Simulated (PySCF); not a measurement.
C₂H₃F₂, SMILES C[C](F)F, multiplicity 2.

Coordinates come from a r2SCAN-D4/def2-SVP optimisation. The isomer is the one that the SMILES or the coordinates give; other isomers of the formula were not compared.

The numbers are results of PySCF with r2SCAN-D4/def2-SVP, not measurements.

Harmonic, unscaled wavenumbers; measured fundamentals usually lie a few per cent lower.

Q: Estimate the vibrational spectrum. (An estimate is asked for; the answer gives what the named calculation found.)

A: 
```
mode  ν (cm⁻¹)  IR (km/mol)  moving atoms (share of kinetic energy)
----  --------  -----------  --------------------------------------
1          204          0.0                                  H 93 %
2          374          0.2                  F 46 %, H 29 %, C 24 %
3          456          5.0                  C 47 %, F 28 %, H 25 %
4          540          4.4                          F 70 %, C 23 %
5          876         15.5                  C 38 %, F 38 %, H 23 %
6          973         23.0                  H 56 %, C 26 %, F 18 %
7         1078          7.0                          C 50 %, H 48 %
8         1262        248.3                  C 69 %, F 18 %, H 13 %
9         1284        102.7                  C 53 %, H 33 %, F 14 %
10        1397         89.3                          H 49 %, C 48 %
11        1441          7.4                                  H 96 %
12        1446          0.0                                  H 94 %
13        3004         12.7                                  H 96 %
14        3128          3.8                                  H 92 %
15        3181          2.0                          H 90 %, C 10 %
```
